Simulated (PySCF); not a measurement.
# Hartree-Fock beside MP2: BCClGeH3 cation

Calculated results; nothing here was measured. The program is PySCF 2.14.0, an open-source quantum chemistry code, run on an isolated molecule that a program drew, which may never have been made. The molecule is BCClGeH3 cation (charge +1, singlet), drawn as the SMILES string `C=[B][GeH+][Cl]`.

The geometry was optimised and harmonic frequencies were computed with HF and MP2, all in the cc-pV(D+d)Z basis, for the commonest isotopes, with a restricted reference for singlets and an unrestricted one otherwise, and a frozen core in MP2. Germanium has the cc-pVDZ-PP basis, with a core potential (ECP10MDF) in place of its 10 inner electrons, and its 3s, 3p and 3d shells are frozen in MP2. Each result is a local minimum of its method.

Geometry at the HF minimum:
```xyz
7
BCClGeH3 cation, angstrom
C    -0.1606   -2.9169    2.1979
B     0.3799   -1.7032    1.7855
Ge    1.1490    0.0081    1.1975
Cl    0.4064    1.7453    2.0456
H    -0.9503   -2.9722    2.9427
H     0.1797   -3.8678    1.7964
H     2.2402    0.2172    0.1797
```

Lengths of the bonds as drawn, in Å (atoms numbered as above):
```
   bond     HF    MP2
  C1-B2  1.391  1.407
 B2-Ge3  1.966  1.977
Ge3-Cl4  2.071  2.078
  C1-H5  1.087  1.101
  C1-H6  1.087  1.101
 Ge3-H7  1.507  1.518
```

Rotational constants, in GHz:
```
constant     HF    MP2
       A  8.841  8.547
       B  1.889  1.883
       C  1.556  1.543
```

Harmonic frequencies in cm^-1, each column in rising order, so a row needn't be the same motion in every method:
| rank | HF | MP2 |
|---|---|---|
| 1 | 88 | 79 |
| 2 | 150 | 144 |
| 3 | 275 | 243 |
| 4 | 337 | 326 |
| 5 | 473 | 461 |
| 6 | 530 | 496 |
| 7 | 543 | 522 |
| 8 | 705 | 607 |
| 9 | 782 | 727 |
| 10 | 1007 | 829 |
| 11 | 1390 | ? |
| 12 | 1612 | 1538 |
| 13 | 2358 | 2278 |
| 14 | 3289 | 3151 |
| 15 | 3381 | 3248 |

**Estimate the missing MP2 frequency from the HF column.**

A single factor s that minimises the squared misfit of MP2 against s times HF over the other rows is sum(HF x MP2) / sum(HF^2) = 0.9537, with an rms misfit of 42 cm^-1. For rank 11 it gives 0.9537 x 1390 = 1326 cm^-1. The calculation gives 1287 cm^-1, 39 cm^-1 below the estimate. The drawn bonds are on average 0.9 % longer in MP2 than in HF.
